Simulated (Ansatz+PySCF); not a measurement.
Results of a calculation; reference values are marked as such.
**Several solutions for triplet VN**

```yaml
atoms:
  - { symbol: V, position_ang: [0.0000, 0.0000, 0.0000] }
  - { symbol: N, position_ang: [0.0000, 0.0000, 1.6286] }
```

Basis set: def2-SVP (spherical functions). Charge 0, multiplicity 3.

UHF was run from several starts with Ansatz (development build ahead of 0.2.0) and PySCF 2.14.0.

| run | program | start | converged | energy (hartree) | <S²> |
| --- | --- | --- | --- | --- | --- |
| A | Ansatz | stability test followed | yes | -997.06790 | 3.53 |
| B | PySCF | guess atom, instabilities followed | yes | -997.01012 | 3.35 |
| C | PySCF | guess minao, instabilities followed | yes | -997.01012 | 3.35 |
| D | Ansatz | atomic start, no search | yes | -997.06790 | 3.53 |
| E | PySCF | guess huckel, instabilities followed | yes | -997.06790 | 3.53 |
| F | PySCF | program defaults | yes | -996.97221 | 2.11 |
| G | Ansatz | search for the lowest state | yes | -997.06790 | 3.53 |

(1) Which runs reached the lowest solution of this kind, and what is wrong with the others?

Results:

(1) A, D, E, G reached the lowest solution found. Converged but too high: B by 1.57 eV, C by 1.57 eV, F by 2.60 eV. Convergence only shows a stationary point, and even a stable one can lie too high; stability tests and further starts are what find lower ones. Caution: another spin multiplicity may lie lower. Caution: the unrestricted determinant is a mixture of spin states.
